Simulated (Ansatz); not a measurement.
Relaxation of CH$_{7}$ClFNSi$_{2}$ (13 atoms, charge 0, multiplicity 1), to a largest force component of 0.02 eV/Å in at most 40 steps.

These are results of RKS PBE0-D4/STO-3G (Ansatz 0.2.0), not measurements.

```xyz
13
Properties=species:S:1:pos:R:3
N -1.202 -1.180 1.080
Si -0.204 0.143 0.614
Si 1.694 -0.616 -0.489
C -0.820 1.415 -0.554
F -1.279 0.781 -1.721
Cl -2.307 2.220 0.167
H -1.591 -1.609 0.249
H -0.719 -1.819 1.611
H 0.238 0.775 1.939
H 2.600 0.539 -0.796
H 1.344 -1.350 -1.693
H 2.485 -1.542 0.436
H -0.220 2.208 -0.828
```

Problem. Where does it end, and by what steps?

Solution. It converged. Limits of this set-up: minimal basis. After 8 steps the energy has fallen by 1.108 eV; H8 moved furthest, 0.34 Å.

```json
{"step": "0", "energy less start (eV)": "0.0000", "largest force component (eV/Å)": "4.462", "accepted": "yes"}
{"step": "1", "energy less start (eV)": "-1.0314", "largest force component (eV/Å)": "1.256", "accepted": "yes"}
{"step": "2", "energy less start (eV)": "-1.0887", "largest force component (eV/Å)": "0.524", "accepted": "yes"}
{"step": "3", "energy less start (eV)": "-1.1021", "largest force component (eV/Å)": "0.118", "accepted": "yes"}
{"step": "4", "energy less start (eV)": "-1.1052", "largest force component (eV/Å)": "0.110", "accepted": "yes"}
{"step": "5", "energy less start (eV)": "-1.1070", "largest force component (eV/Å)": "0.076", "accepted": "yes"}
{"step": "6", "energy less start (eV)": "-1.1074", "largest force component (eV/Å)": "0.031", "accepted": "yes"}
{"step": "7", "energy less start (eV)": "-1.1079", "largest force component (eV/Å)": "0.024", "accepted": "yes"}
{"step": "8", "energy less start (eV)": "-1.1079", "largest force component (eV/Å)": "0.016", "accepted": "yes"}
```

```xyz
13
Properties=species:S:1:pos:R:3
N -1.310 -1.095 1.007
Si -0.072 0.099 0.584
Si 1.785 -0.645 -0.473
C -0.903 1.390 -0.574
F -1.311 0.894 -1.798
Cl -2.382 2.146 0.313
H -1.463 -1.772 0.223
H -0.976 -1.692 1.799
H 0.275 0.802 1.797
H 2.638 0.462 -0.834
H 1.443 -1.363 -1.677
H 2.534 -1.535 0.382
H -0.238 2.275 -0.735
```

Whether the end is a true minimum wasn't checked by a vibrational analysis.

The run took 20 s on 1 CPU thread of a shared host.
